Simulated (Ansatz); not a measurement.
F4Hf (SMILES [F][Hf]([F])([F])[F]), singlet, geometry from GFN2-xTB (such geometries of metal compounds can be far from the true shape) (core potentials on Hf), with bond 5-1 at 1.5 times its length; B3LYP/def2-SV(P) (Ansatz, a program for electronic structure).

Ansatz was given this input:
Ansatz 0.2 input:
```yaml
crystal:
  periodic: [false, false, false]
  atoms:
    - {symbol: Hf, position_ang: [-0.00000000, 0.00000000, 0.00000000]}
    - {symbol: F, position_ang: [1.20518713, 0.85494875, -1.06482888]}
    - {symbol: F, position_ang: [0.87396618, -1.17058852, 1.08774057]}
    - {symbol: F, position_ang: [-1.19007541, -0.90801378, -1.03754778]}
    - {symbol: F, position_ang: [-1.33361685, 1.83548033, 1.52195414]}
basis:
  gaussian:
    orbitals: def2-SV_P_.json
hamiltonian:
  xc: b3lyp
scf: {lower_state_search: off}
magnetization: {spin_polarized: true}
```
The basis file holds def2-SV(P) in the JSON format of the Basis Set Exchange.

Output, abridged:

```
Functional definition: B3LYP
these checks for a lower state are left out or cut short: stability, starts, cluster_reference, orbital_swaps, neighbouring_geometries, increment
843 factors; integrals over basis functions are off by at most 3.1e-4 eV
mean field evaluation 1: about -12160.9269 eV, gradient 5.4e1 eV
mean field evaluation 2: about -11820.6606 eV, gradient 1.9e2 eV
mean field evaluation 4: about -12170.6835 eV, gradient 6.8e0 eV
mean field evaluation 8: about -12171.1543 eV, gradient 3.0e-1 eV
mean field evaluation 16: about -12171.1546 eV, gradient 2.9e-5 eV
mean field -12171.15459620 eV, -447.2816815055 hartree, gradient 1.4e-6 eV, S^2 0.000000; 0 other end points of the search recorded, 0 dependent functions left out
reference -12171.15489470 eV, -447.2816924750 hartree; 24, 24 occupied and 57, 57 virtual orbitals, 843 factors
Total energy: -12171.15489470 eV, -447.2816924750 hartree
Checks for a lower state left out: stability, starts, cluster_reference, orbital_swaps, neighbouring_geometries, increment
```
